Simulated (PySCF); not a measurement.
Ca: ionisation energy

Ca [Ar] 4s2 (1S) → Ca⁺ [Ar] 4s1 (2S), as a difference of total energies. Calculation: PySCF 2.14, in aug-cc-pwCVTZ-X2C (9s8p6d3f, 84 functions); the spin-free X2C one-electron Hamiltonian (Gaussian nucleus). Correlated levels: valence: [Ar] frozen. The calculations carry no spin-orbit coupling.

| method | ionisation energy (eV) | error (eV) |
| --- | --- | --- |
| UHF | 5.137 | -0.976 |
| MP2 (valence) | 5.692 | -0.421 |
| SCS-MP2 (valence) | 5.803 | -0.310 |
| CCSD (valence) | 5.918 | -0.195 |

Reference: 6.113 eV (measured; NIST Atomic Spectra Database, ionization energies).

Errors of the correlated levels include the incompleteness of this basis and the frozen core.

With two correlated electrons CCSD is exact in that space.
